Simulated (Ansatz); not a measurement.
CH4ClFO2Sn (`C[O][Sn]([OH])([F])[Cl]`), relaxed with RKS PBE0-D4/def2-TZVP in Ansatz from a GFN2-xTB geometry. The force threshold is 0.005 eV/Å; the program also tests the step.

Total charge 0; spin multiplicity 1. Sn: def2 effective core potential.

Start:

```xyz
10

C     0.646    0.480    1.629
O     0.246    0.816    0.325
Sn   -0.176   -0.492   -1.092
O    -1.177    0.396   -2.475
F    -1.432   -1.748   -0.236
Cl    1.551   -1.654   -1.945
H     0.682    1.432    2.161
H    -0.069   -0.176    2.128
H     1.637    0.023    1.650
H    -1.909    0.925   -2.145
```

```
        step  energy (eV)  largest force (eV/Å)  largest move (Å)
           1  -26261.7136                 1.646             0.000
           2  -26261.8117                 0.207             0.069
           3  -26261.8162                 0.050             0.028
           4  -26261.8175                 0.051             0.026
           5  -26261.8182                 0.246             0.057
           6  -26261.8190                 0.151             0.021
           7  -26261.8198                 0.025             0.019
           8  -26261.8204                 0.024             0.037
9 (rejected)  -26261.8188                 0.445             0.100
          10  -26261.8207                 0.020             0.024
          11  -26261.8209                 0.190             0.066
          12  -26261.8213                 0.039             0.007
          13  -26261.8214                 0.025             0.021
          14  -26261.8214                 0.112             0.043
          15  -26261.8216                 0.029             0.006
          16  -26261.8216                 0.004             0.010
          17  -26261.8216                 0.002             0.012
          18  -26261.8217                 0.022             0.020
          19  -26261.8217                 0.008             0.002
          20  -26261.8217                 0.004             0.003
          21  -26261.8217                 0.006             0.006
          22  -26261.8217                 0.005             0.008
```

End:

```xyz
10

C     0.639    0.482    1.575
O    -0.001    0.806    0.353
Sn   -0.326   -0.530   -1.004
O    -1.263    0.309   -2.464
F    -1.415   -1.892   -0.244
Cl    1.568   -1.583   -1.729
H     0.722    1.406    2.150
H     0.061   -0.241    2.160
H     1.648    0.084    1.417
H    -1.633    1.161   -2.214
```

Hardware: 2 threads of an AMD EPYC 7R13 on a shared host and a share of an NVIDIA H100 80 GB. Wall time 61 s, peak host memory 0.92 GiB.
